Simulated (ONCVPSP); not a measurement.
**magnesium: excitation energies, all-electron against ONCV**

magnesium (Mg), optimised norm-conserving Vanderbilt (ONCV), made with ONCVPSP 4.0.1 (PBE, scalar-relativistic). Core [He], reference 2s2 2p6 3s2. Waves: 2s+3s: rc 1.00 bohr, ncon 5, nbas 9, qcut 11.8 1/bohr, 2 projectors; 2p: rc 1.25 bohr, ncon 4, nbas 8, qcut 9.5 1/bohr, 2 projectors, debl 3.8 Ha. Local part: polynomial inside 0.60 bohr (lpopt 3, dvloc0 2 Ha). Core correction: Teter function, fcfact 5.75, rcfact 1.5.

Energies are relative to the spin-unpolarised reference configuration 2s2 2p6 3s2; without spin polarisation the order of configurations can differ from experiment.

(1) Give the all-electron excitation energy and the error of the potential for: 2s2 2p6 3s1; 2s2 2p6 3s0; 2s2 2p6 3s1.5; 2s2 2p6 3s0 3p1.

Levels in the configuration 2s2 2p6 3s0:

```json
{"level": "2s", "all-electron (eV)": "-99.968", "pseudo (eV)": "-100.021"}
{"level": "2p", "all-electron (eV)": "-66.705", "pseudo (eV)": "-66.717"}
```

## Answers

(1)

```tsv
valence configuration	charge	ΔE all-electron (eV)	error AE − PS (meV)
2s2 2p6 3s1	+1	7.960	-0.3
2s2 2p6 3s0	+2	22.985	-2.3
2s2 2p6 3s1.5	+0.5	3.144	-0.1
2s2 2p6 3s0 3p1	+1	12.328	-1.6
```
